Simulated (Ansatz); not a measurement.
`BC(B)CF` + H₂ → `BC(B)C` + H–F at 500 K and 1 bar (hydrogenolysis of a C–F bond).

Computed with Ansatz on PBE0-D4/def2-TZVP structures; ΔE is electronic, products minus reactants. CCSD(T)/CBS is the MP2 limit (def2-TZVPP, def2-QZVPP) plus CCSD(T) − MP2 in def2-TZVPP, frozen cores. This one scheme is used for every species. One conformer a species, not always the lowest.

```json
{"species": "`BC(B)CF`", "CCSD(T)/CBS energy (Eh)": "-229.65202", "H − E (kJ/mol)": "279.9", "S (J/(mol·K))": "397.7"}
{"species": "H₂", "CCSD(T)/CBS energy (Eh)": "-1.17544", "H − E (kJ/mol)": "41.0", "S (J/(mol·K))": "145.5"}
{"species": "`BC(B)C`", "CCSD(T)/CBS energy (Eh)": "-130.46858", "H − E (kJ/mol)": "294.2", "S (J/(mol·K))": "380.1"}
{"species": "H–F", "CCSD(T)/CBS energy (Eh)": "-100.39570", "H − E (kJ/mol)": "39.4", "S (J/(mol·K))": "188.7"}
```

H − E and S are ideal-gas, rigid-rotor, harmonic terms from PBE0-D4/def2-TZVP, for one conformer and one mirror image of each species. The MP2-based limit puts H₂ 0.8 mEh under its directly extrapolated value; such offsets cancel only in part. 1 Eh = 2625.50 kJ/mol, R = 8.31446 J/(mol·K).

Task: By hand: ΔE, ΔH, ΔS and ΔG.

Result: ΔE = (-130.46858) + (-100.39570) − (-229.65202) − (-1.17544) = -0.03682 Eh = -96.7 kJ/mol. Δ(H − E) = 294.2 + 39.4 − 279.9 − 41.0 = 12.7, so ΔH = -84.0 kJ/mol. ΔS = 380.1 + 188.7 − 397.7 − 145.5 = 25.6 J/(mol·K). ΔG = -84.0 − 500 × (25.6)/1000 = -96.8 kJ/mol.

Task: By hand: the equilibrium constant, and the temperature at which ΔG would vanish if ΔH and ΔS stayed fixed.

Result: log₁₀ K = −ΔG/(RT ln 10) = 10.1. ΔH and −TΔS have one sign here, so there is no such temperature.

ΔH outweighs TΔS. A doubt of 5 kJ/mol in ΔE shifts log₁₀ K by 0.5 here. Other conformers and mirror images would add mixing entropy, several J/(mol·K) or more a flexible species. These are equilibria of isolated gas molecules and say nothing of rates. Largest T1 diagnostic: 0.012 (customary marks: 0.02 for closed shells, 0.045 for open ones).
